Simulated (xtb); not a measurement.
CsF, SMILES [Cs][F]. All values are semi-empirical tight-binding results from xtb (GFN2-xTB unless named), good for trends rather than for accurate numbers. The structure is a stationary point at GFN2-xTB.

Optimised geometry:

Bond lengths (Å): Cs1–F2 2.307.

For metal compounds this method's bond lengths and energies can be far off.

```yaml
point_group_as_xtb_finds_it: C∞v
orbital_gap: 1.17 eV
```

Q: Give the atomic charges and the Wiberg bond orders between heavy atoms. (An estimate is asked for; the answer gives what the named calculation found.)

A: charges (e) Cs1 0.69, F2 -0.69. Bond orders Cs1–F2 0.56.
